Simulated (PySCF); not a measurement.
A calculated (UHF, PySCF 2.14, def2-SVP, no relativity, point nucleus) atom or ion has these occupied shells.

```csv
shell,electrons,orbital energy (eV),"rms radius, mean of both spins (bohr)"
1s α,1,-13345.4,0.0506
1s β,1,-13345.1,0.0506
2s α,1,-1785.0,0.210
2s β,1,-1784.8,0.210
2p α,3,-1604.6,0.185
2p β,3,-1604.4,0.185
3s α,1,-280.08,0.599
3s β,1,-279.58,0.599
3p α,3,-215.09,0.612
3p β,3,-214.42,0.612
3d α,5,-99.059,0.648
3d β,5,-98.717,0.648
4s α,1,-39.824,1.81
4s β,1,-33.764,1.81
4p α,3,-23.582,2.15
4p β,1,-21.070,2.15
```

Problem. Name the element and its charge.

Solution. Br⁺ (bromine, charge +1), in [Ar] 3d10 4s2 4p4, high-spin 3P determinant.
